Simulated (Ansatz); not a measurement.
Reaction (ligand exchange at the Sn–C bond): `C[CH2][SnH]([F])[Cl]` + CH₃OH → `C[O][SnH]([F])[Cl]` + `CC`

Isolated molecules relaxed with PBE0-D4/def2-TZVP in Ansatz; ΔE leaves out vibrations. CCSD(T)/CBS adds triple-zeta CCSD(T) − MP2 to the extrapolated MP2 energy (def2 sets, frozen cores). This one scheme is used for every species. DFT in def2-TZVPP. def2 core potentials past Kr. For Sn outer-core shells are correlated without core-valence functions, which leaves a few kJ/mol of doubt a bond. One conformer a species, not always the lowest.

(1) Is it downhill or uphill in electronic energy at CCSD(T)/CBS, and by how much? (Estimate.)

(2) What do these levels give: PBE-D4, r2SCAN-D4, ωB97M-V, B2PLYP, PBE, HF/def2-TZVPP, MP2/def2-TZVPP, SCS-MP2/def2-TZVPP, HF/def2-QZVPP, MP2/def2-QZVPP, SCS-MP2/def2-QZVPP, HF/CBS(def2)? (Estimate.)

Largest T1 diagnostic among the species: 0.014.

## Answers

(1) Computed: Downhill: ΔE = -32.6 kJ/mol.

(2) Computed: PBE-D4 -30.8, r2SCAN-D4 -37.2, ωB97M-V -32.7, B2PLYP -38.3, PBE -32.3, HF/def2-TZVPP -44.0, MP2/def2-TZVPP -30.1, SCS-MP2/def2-TZVPP -34.7, HF/def2-QZVPP -45.9, MP2/def2-QZVPP -31.2, SCS-MP2/def2-QZVPP -35.8, HF/CBS(def2) -46.2 kJ/mol.

In def2-TZVPP, CCSD(T) changes the Hartree–Fock value by +12.1 kJ/mol (the triples alone add −0.3 kJ/mol) and MP2 by +13.9 kJ/mol.
